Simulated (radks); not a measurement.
All-electron atom: Te2+ in [Kr] 4d9.75 5s2 5p2 6s0.25 (fractional occupations, a model configuration).

Calculated with a radial shooting solver on a logarithmic mesh with Libxc functionals: Dirac Kohn-Sham, BLYP, spin-unpolarised, spherical densities, finite nucleus; open shells are shared between the two j in proportion to 2j + 1; Fermi nuclear charge, rms radius 4.7423 fm.

Energy parts (eV):
| part | energy |
|---|---|
| total | -184922.376 |
| kinetic | 195566.949 |
| electron-nucleus | -448088.436 |
| Hartree | 72387.863 |
| exchange-correlation | -4788.752 |

Orbitals (lengths in bohr, moments of r in powers of bohr; r(90%) holds 90 % of the orbital's charge):
orbital      occ.  eigenvalue (eV)      <r^4>  r(90%)
1s1/2           2        -31632.32  2.871e-06  0.0500
2s1/2           2        -4868.858  0.0004915   0.185
2p1/2           2        -4563.780  0.0003147   0.165
2p3/2           4        -4289.160  0.0003750   0.173
3s1/2           2        -986.9785    0.02143   0.474
3p1/2           2        -861.4909    0.02055   0.470
3p3/2           4        -810.3134    0.02354   0.486
3d3/2           4        -588.7812    0.01947   0.464
3d5/2           6        -578.0763    0.02032   0.469
4s1/2           2        -186.4838     0.6412    1.10
4p1/2           2        -143.2815     0.8134    1.17
4p3/2           4        -133.4871     0.9363    1.21
4d3/2         3.9         -64.4289      1.981    1.46
4d5/2        5.85         -62.9340      2.082    1.48
5s1/2           2         -34.1387      27.14    2.82
5p1/2    0.666667         -24.2302      50.13    3.29
5p3/2     1.33333         -23.0959      57.51    3.41
5d3/2           0         -11.0958      298.5    5.17
5d5/2           0         -10.9985      308.6    5.21
6s1/2        0.25         -11.1446      715.1    6.37
6p1/2           0          -8.6026       1352    7.48
6p3/2           0          -8.3604       1491    7.66

The highest occupied level is 6s1/2 at -11.145 eV. The electron density at the nucleus is 2.281e+05 e/bohr^3.
